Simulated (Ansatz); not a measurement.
C$_{3}$H$_{4}$Ga, SMILES `C#[C][Ga][CH3]` radical, 8 atoms. Total charge 0; spin multiplicity 2. Correlated methods include outer-core shells of Ga, which these sets cover unevenly. Scalar relativity is left out up to krypton. Hardware: A = 2 threads of a server CPU on a shared host; B = 2 threads of an AMD EPYC 7R13 on a shared host and a share of an NVIDIA H100 80 GB. Correlated methods freeze the cores. Open-shell runs search over several starts.

(1) Give the basis size and wall time and peak host memory of each of these runs in Ansatz. UKS PBE0-D4/def2-TZVPP energy [A]; UKS PBE0-D4/def2-QZVPP energy [B]; UKS ωB97M-V/def2-QZVPP energy [B]; UKS r2SCANh-D4/def2-TZVPP energy [A]; UKS ωB97M-V/def2-SVP energy [A]; UHF-CCSD(T)/def2-SVP energy [A]; UKS PBE0-D4/def2-SVP energy [A]; UKS PBE0-D4/def2-TZVP frequencies [A]; UKS PBE0-D4/def2-TZVP relaxation (10 steps) [A]; UHF-CCSD(T)/def2-TZVPP energy [B]; UKS B3LYP-D4/def2-TZVPP energy and forces [A]; UHF-MP2/def2-QZVPP energy [B]. (Estimate.)

Answers

(1) Ansatz gave: Other jobs shared the machine, so times are rough.

| level | job | functions | wall time | peak host memory (GiB) |
| --- | --- | --- | --- | --- |
| UKS PBE0-D4/def2-SVP | energy [A] | 94 | 3.8 s | 0.54 |
| UKS B3LYP-D4/def2-TZVPP | energy and forces [A] | 197 | 9.5 s | 0.58 |
| UKS ωB97M-V/def2-SVP | energy [A] | 94 | 11 s | 0.54 |
| UKS PBE0-D4/def2-TZVPP | energy [A] | 197 | 17 s | 0.58 |
| UKS PBE0-D4/def2-QZVPP | energy [B] | 380 | 19 s | 0.94 |
| UKS r2SCANh-D4/def2-TZVPP | energy [A] | 197 | 23 s | 0.63 |
| UHF-CCSD(T)/def2-SVP | energy [A] | 94 | 24 s | 0.74 |
| UHF-MP2/def2-QZVPP | energy [B] | 380 | 25 s | 0.92 |
| UHF-CCSD(T)/def2-TZVPP | energy [B] | 197 | 26 s | 0.82 |
| UKS ωB97M-V/def2-QZVPP | energy [B] | 380 | 33 s | 1.1 |
| UKS PBE0-D4/def2-TZVP | relaxation (10 steps) [A] | 165 | 110 s | 0.54 |
| UKS PBE0-D4/def2-TZVP | frequencies [A] | 165 | 4.9 min | 0.54 |

B3LYP here is the variant with VWN-RPA as its local correlation; programs differ in this.
